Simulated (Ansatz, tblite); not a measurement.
Forces on PtAu₂ at its B3LYP-D4/def2-TZVP geometry. Charge 0, multiplicity 1.

In the def2 sets Au, Pt take a core potential; there is no spin–orbit coupling. The xTB rows come from tblite. The structure comes from a short search, and lower isomers may exist.

GFN2-xTB (tblite), largest force 0.32 eV/Å:

```xyz
3
positions Å, forces eV/Å
Pt   -0.192   -1.372   -0.362   -0.044   -0.311   -0.082
Au   -1.282    0.952   -0.094   -0.112    0.181    0.014
Au    1.474    0.420    0.457    0.155    0.130    0.068
```

r2SCAN-D4/def2-TZVP (Ansatz), largest force 0.88 eV/Å:

```
Pt 0.119 0.846 0.223
Au 0.417 -0.515 -0.016
Au -0.536 -0.331 -0.207
```

ωB97X-V/def2-TZVP (Ansatz), largest force 0.47 eV/Å:

```
Pt 0.061 0.434 0.115
Au 0.362 -0.293 0.021
Au -0.423 -0.141 -0.136
```
